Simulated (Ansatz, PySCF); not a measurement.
System: sum formula SiOF₂, net charge 0, singlet state. 
Geometry from a B3LYP-D3(BJ)/def2-TZVP (Ansatz, a program for electronic structure) optimisation:
```xyz
4

Si     0.1224    -0.0385    -0.0248
O      1.5315    -0.4819    -0.3108
F     -0.6987    -0.2461     1.2977
F     -0.8530     0.7344    -0.9829
```
Charge 0, spin multiplicity 1.

Total electronic energies in hartree. Correlated levels leave the core frozen unless marked. No spin-orbit coupling. Non-relativistic. CBS(X,Y): correlation extrapolated as X^-3; Hartree-Fock from the larger set. [CCSD(T)-MP2]/basis is that difference in the basis named.

| level | program | energy (Eh) |
|---|---|---|
| HF/cc-pV(T+d)Z | Ansatz | -562.92598 |
| HF/cc-pVTZ | Ansatz | -562.91625 |
| BP86-D3(BJ)/def2-TZVPD | PySCF + dftd3 | -564.69483 |
| B3LYP-D4/def2-TZVPD | Ansatz + dftd4 | -564.69183 |
| PBE0-D3(BJ)/def2-TZVPD | Ansatz + dftd3 | -564.27631 |
| PBE0-D4/def2-TZVPD | Ansatz + dftd4 | -564.27662 |
| PBE0/def2-TZVPD | Ansatz | -564.27464 |
| BHLYP/def2-TZVPD | Ansatz | -564.56120 |
| TPSSh-D4/def2-TZVPD | PySCF + dftd4 | -564.67054 |
| MN15/def2-TZVPD | PySCF | -564.33836 |
| HSE06-D3(BJ)/def2-TZVPD | Ansatz + dftd3 | -564.25880 |
| CAM-B3LYP/def2-TZVPD | Ansatz | -564.61371 |
| LC-wPBE-D4/def2-TZVPD | Ansatz + dftd4 | -564.41970 |
| B2GP-PLYP-D3(BJ)/def2-TZVPD | Ansatz + dftd3 | -564.32827 |
| PBE-QIDH/def2-TZVPD | Ansatz | -564.16194 |
| SCS-MP2/cc-pV(Q+d)Z | Ansatz | -563.85811 |
| CCSD/aug-cc-pV(T+d)Z | Ansatz | -563.79313 |
| CCSD/cc-pV(T+d)Z | Ansatz | -563.76713 |
| CCSD/cc-pVTZ | Ansatz | -563.75705 |
| CCSD(T)/STO-3G | Ansatz | -555.63737 |
| CCSD(T)/cc-pV(Q+d)Z | Ansatz | -563.90018 |
| RI-MP2/CBS(aug-cc-pV(T+d)Z,aug-cc-pV(Q+d)Z)+[CCSD(T)-MP2]/aug-cc-pV(D+d)Z | Ansatz | -563.9560 |
| CCSD(T)/CBS(cc-pV(T+d)Z,cc-pV(Q+d)Z) | Ansatz | -563.9539 |

Totals of different functionals don't rank their quality; only differences between species are comparable.
